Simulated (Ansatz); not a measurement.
`[NH2][GeH]1[CH2][O]1` and `[SiH3][GeH]1[CH2][O]1` differ in one atom or group.

Ansatz, PBE0-D4/def2-TZVP geometries, multiplicity 1. Each molecule was computed in one conformer, which needn't be the lowest.

Scalar relativity is left out up to krypton.

```tsv
property	`[NH2][GeH]1[CH2][O]1`
HOMO–LUMO gap (ωB97M-V/def2-TZVPP) / eV	10.92
LUMO energy (PBE/def2-TZVPP) / eV	-0.82
HOMO energy (ωB97M-V/def2-TZVPP) / eV	-9.05
size of the dipole moment (PBE/def2-TZVPP) / D	1.78
HOMO energy (B3LYP/def2-TZVPP) / eV	-6.62
HOMO–LUMO gap (PBE/def2-TZVPP) / eV	4.75
```

Problem. Give the same properties after the change, and the shifts. (Best estimate.)

Solution. The calculation gave: 
| property | `[SiH3][GeH]1[CH2][O]1` | shift |
| --- | --- | --- |
| HOMO–LUMO gap (ωB97M-V/def2-TZVPP) / eV | 9.98 | -0.94 |
| LUMO energy (PBE/def2-TZVPP) / eV | -1.77 | -0.95 |
| HOMO energy (ωB97M-V/def2-TZVPP) / eV | -9.13 | -0.08 |
| size of the dipole moment (PBE/def2-TZVPP) / D | 2.00 | 0.22 |
| HOMO energy (B3LYP/def2-TZVPP) / eV | -6.80 | -0.18 |
| HOMO–LUMO gap (PBE/def2-TZVPP) / eV | 4.15 | -0.60 |

With PBE0 the HOMO falls by 0.18 eV and the LUMO falls by 1.06 eV, so the gap narrows by about 0.88 eV. PBE moves the HOMO by -0.36 eV and ωB97M-V by -0.08 eV. Dipoles are sizes alone; their direction can turn.

Positive LUMOs are unbound, so they and the gaps depend on the basis.

B3LYP here is the variant with VWN-RPA as its local correlation; programs differ in this.
